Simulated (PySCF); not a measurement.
**C16H14: Orbital levels and atomic charges**

System: C16H14 (polyene and polyyne), SMILES C(/C=C/c1ccccc1)=C\c1ccccc1.

Cartesian coordinates (Å):
```
  1 C    -0.702    0.095   -0.099
  2 C     0.702   -0.098    0.098
  3 C     1.629    0.308   -0.789
  4 C     3.066    0.165   -0.690
  5 C     3.859    0.659   -1.732
  6 C     5.234    0.554   -1.696
  7 C     5.856   -0.050   -0.615
  8 C     5.087   -0.547    0.426
  9 C     3.711   -0.442    0.392
 10 C    -1.629   -0.309    0.789
 11 C    -3.066   -0.165    0.690
 12 C    -3.711    0.442   -0.392
 13 C    -5.087    0.547   -0.425
 14 C    -5.856    0.052    0.617
 15 C    -5.233   -0.552    1.697
 16 C    -3.858   -0.659    1.732
 17 H    -0.993    0.593   -1.014
 18 H     0.993   -0.596    1.013
 19 H     1.284    0.803   -1.691
 20 H     3.380    1.132   -2.578
 21 H     5.825    0.943   -2.512
 22 H     6.932   -0.133   -0.585
 23 H     5.569   -1.019    1.269
 24 H     3.131   -0.835    1.213
 25 H    -1.285   -0.803    1.691
 26 H    -3.132    0.834   -1.214
 27 H    -5.570    1.019   -1.270
 28 H    -6.932    0.136    0.586
 29 H    -5.825   -0.942    2.513
 30 H    -3.379   -1.132    2.578
```

Method: PBE/6-31G*, gas phase, PySCF, fitting set def2-universal-JFIT, grid level 1.

(1) Give the orbital energies near the gap.

(2) Give the partial charges of the non-hydrogen atoms.

Results:

(1) 
```tsv
orbital	eV
HOMO-4	-7.00
HOMO-3	-6.08
HOMO-2	-6.07
HOMO-1	-6.02
HOMO	-4.64
LUMO	-2.21
LUMO+1	-0.80
LUMO+2	-0.68
LUMO+3	-0.61
```

(2) 
```json
{"atom": "C1", "Mulliken": "-0.11", "IAO": "-0.13", "Hirshfeld": "-0.04"}
{"atom": "C2", "Mulliken": "-0.11", "IAO": "-0.13", "Hirshfeld": "-0.04"}
{"atom": "C3", "Mulliken": "-0.22", "IAO": "-0.14", "Hirshfeld": "-0.04"}
{"atom": "C4", "Mulliken": "0.18", "IAO": "0.00", "Hirshfeld": "0.00"}
{"atom": "C5", "Mulliken": "-0.20", "IAO": "-0.14", "Hirshfeld": "-0.04"}
{"atom": "C6", "Mulliken": "-0.14", "IAO": "-0.14", "Hirshfeld": "-0.04"}
{"atom": "C7", "Mulliken": "-0.13", "IAO": "-0.15", "Hirshfeld": "-0.04"}
{"atom": "C8", "Mulliken": "-0.14", "IAO": "-0.14", "Hirshfeld": "-0.04"}
{"atom": "C9", "Mulliken": "-0.18", "IAO": "-0.14", "Hirshfeld": "-0.04"}
{"atom": "C10", "Mulliken": "-0.22", "IAO": "-0.14", "Hirshfeld": "-0.04"}
{"atom": "C11", "Mulliken": "0.18", "IAO": "0.00", "Hirshfeld": "0.00"}
{"atom": "C12", "Mulliken": "-0.18", "IAO": "-0.14", "Hirshfeld": "-0.04"}
{"atom": "C13", "Mulliken": "-0.14", "IAO": "-0.14", "Hirshfeld": "-0.04"}
{"atom": "C14", "Mulliken": "-0.13", "IAO": "-0.15", "Hirshfeld": "-0.04"}
{"atom": "C15", "Mulliken": "-0.14", "IAO": "-0.14", "Hirshfeld": "-0.04"}
{"atom": "C16", "Mulliken": "-0.20", "IAO": "-0.14", "Hirshfeld": "-0.04"}
```
